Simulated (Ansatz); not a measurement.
This geometry of C$_{4}$H$_{9}$BOSi (16 atoms, charge 0, multiplicity 1) is a first-order saddle point.

Level of theory: RKS PBE-D4/STO-3G (Ansatz 0.2.0).

```xyz
16
Properties=species:S:1:pos:R:3
B -0.929 -2.205 -0.386
C 0.085 -1.159 -0.104
C 1.236 -0.462 -0.033
C 2.637 -0.353 -0.596
C 0.114 0.333 0.545
O -0.370 1.481 -0.161
Si -1.940 1.950 0.457
H -1.872 -1.947 -1.051
H -0.848 -3.276 0.107
H 3.069 0.642 -0.374
H 2.636 -0.503 -1.695
H 3.290 -1.130 -0.148
H -0.046 0.334 1.652
H -2.944 0.940 0.132
H -2.246 3.208 -0.206
H -1.894 2.124 1.906
```

(1) Which two structures does it join? (They come from a converged band through this point; their orientation in space is the band's.)

(2) How far does it lie above each of them?

Results:

(1) No bond is made or broken. The dihedral C5–C3–C4–H11 goes from -47 to -167°. The two ends are copies of one structure, up to a mirror image or an exchange of like atoms.

Initial state:

```xyz
16
Properties=species:S:1:pos:R:3
B -0.801 -2.287 0.018
C 0.156 -1.157 0.109
C 1.264 -0.394 0.061
C 2.660 -0.300 -0.510
C 0.093 0.431 0.479
O -0.443 1.401 -0.426
Si -2.051 1.874 0.083
H -1.737 -2.208 -0.698
H -0.685 -3.236 0.713
H 3.363 0.100 0.250
H 2.677 0.389 -1.381
H 3.014 -1.297 -0.836
H -0.085 0.621 1.567
H -2.985 0.760 -0.063
H -2.419 2.970 -0.799
H -2.044 2.310 1.477
```

Final state:

```xyz
16
Properties=species:S:1:pos:R:3
B -0.942 -2.200 -0.398
C 0.084 -1.166 -0.117
C 1.236 -0.475 -0.038
C 2.633 -0.357 -0.603
C 0.120 0.324 0.547
O -0.360 1.478 -0.150
Si -1.928 1.949 0.471
H -1.877 -1.933 -1.070
H -0.880 -3.268 0.105
H 2.692 0.488 -1.320
H 2.921 -1.290 -1.125
H 3.363 -0.162 0.210
H -0.043 0.315 1.654
H -2.936 0.947 0.138
H -2.227 3.214 -0.182
H -1.880 2.113 1.922
```

(2) 0.6 kcal/mol above the first and 0.6 kcal/mol above the second. This is the barrier of this one path; another mechanism may lie lower. Limits of this set-up: minimal basis.

Time of the run: 60 s on 1 CPU thread of a shared host.
